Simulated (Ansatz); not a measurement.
`C[Si](N)(O)Cl` → `N[Si]Cl` + CH₃OH at 700 K and 1 bar (silylene formation by 1,1-elimination).

Gas-phase electronic energies from Ansatz, PBE0-D4/def2-TZVP geometries. CBS: MP2 limit from def2 TZ/QZ plus the TZ coupled-cluster correction, frozen cores. This one scheme is used for every species. One conformer a species, not always the lowest.

```
        species  CCSD(T)/CBS energy (Eh)  H − E (kJ/mol)  S (J/(mol·K))
`C[Si](N)(O)Cl`               -920.56583           295.2          488.4
      `N[Si]Cl`               -804.81589           116.1          343.7
          CH₃OH               -115.61712           170.8          288.5
```

H − E and S are ideal-gas, rigid-rotor, harmonic terms from PBE0-D4/def2-TZVP, for one conformer and one mirror image of each species. 1 Eh = 2625.50 kJ/mol, R = 8.31446 J/(mol·K).

Q: By hand: ΔE, ΔH, ΔS and ΔG.

A: ΔE = (-804.81589) + (-115.61712) − (-920.56583) = 0.13282 Eh = 348.7 kJ/mol. Δ(H − E) = 116.1 + 170.8 − 295.2 = -8.3, so ΔH = 340.4 kJ/mol. ΔS = 343.7 + 288.5 − 488.4 = 143.8 J/(mol·K). ΔG = 340.4 − 700 × (143.8)/1000 = 239.7 kJ/mol.

Q: By hand: the equilibrium constant, and the temperature at which ΔG would vanish if ΔH and ΔS stayed fixed.

A: log₁₀ K = −ΔG/(RT ln 10) = -17.9. ΔG = 0 at ΔH/ΔS = 2367 K.

The number of gas molecules changes by +1, which sets the sign of ΔS. A doubt of 5 kJ/mol in ΔE shifts log₁₀ K by 0.4 here. Other conformers and mirror images would add mixing entropy, several J/(mol·K) or more a flexible species. These are equilibria of isolated gas molecules and say nothing of rates. Largest T1 diagnostic: 0.013 (customary marks: 0.02 for closed shells, 0.045 for open ones).
